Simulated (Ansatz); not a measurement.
The cluster Si4O. The state is a singlet with charge 0. Geometry PBE0-D4/def2-SVP.

Cartesian coordinates in Å:
```
O 0.0836 0.8277 -1.6071
Si -0.0776 0.0609 1.6312
Si -0.0357 -2.1831 0.8565
Si -0.0059 1.8644 -0.2448
Si 0.0356 -0.5699 -0.6357
```

B3LYP takes the VWN-RPA correlation. The restricted singlet is unstable towards broken spin symmetry in Hartree–Fock (as tested in another run); at HF/6-31G this wasn't settled. The structure comes from a short search, and lower isomers may exist.

Estimate the orbital energies around the gap (eV) in Ansatz with HF/6-31G, PBE-D4/def2-SVP, r2SCAN-D4/def2-TZVP, B3LYP-D4/6-31G, ωB97X-V/def2-TZVP.


| orbital | HF/6-31G | PBE-D4/def2-SVP | r2SCAN-D4/def2-TZVP | B3LYP-D4/6-31G | ωB97X-V/def2-TZVP |
| --- | --- | --- | --- | --- | --- |
| HOMO−9 | -22.97 | -14.87 | -15.36 | -17.42 | -19.68 |
| HOMO−8 | -19.52 | -13.05 | -13.45 | -14.78 | -17.50 |
| HOMO−7 | -17.70 | -11.66 | -12.09 | -13.24 | -15.91 |
| HOMO−6 | -15.61 | -9.92 | -10.31 | -11.16 | -14.04 |
| HOMO−5 | -15.17 | -9.81 | -10.18 | -11.12 | -13.86 |
| HOMO−4 | -12.91 | -8.45 | -8.71 | -9.64 | -12.05 |
| HOMO−3 | -11.71 | -7.78 | -7.96 | -8.90 | -10.98 |
| HOMO−2 | -8.55 | -6.11 | -6.30 | -6.84 | -8.73 |
| HOMO−1 | -8.16 | -5.51 | -5.62 | -6.28 | -8.19 |
| HOMO | -8.10 | -5.28 | -5.42 | -6.03 | -8.11 |
| LUMO | -0.90 | -4.13 | -4.08 | -3.79 | -1.41 |
| LUMO+1 | 0.60 | -3.12 | -3.08 | -2.63 | -0.40 |
| LUMO+2 | 0.93 | -2.30 | -2.21 | -1.97 | 0.44 |
| LUMO+3 | 1.27 | -2.22 | -2.06 | -1.80 | 0.70 |
| LUMO+4 | 1.42 | -1.71 | -1.61 | -1.43 | 0.75 |
| LUMO+5 | 3.29 | -0.04 | -0.02 | 0.35 | 2.26 |
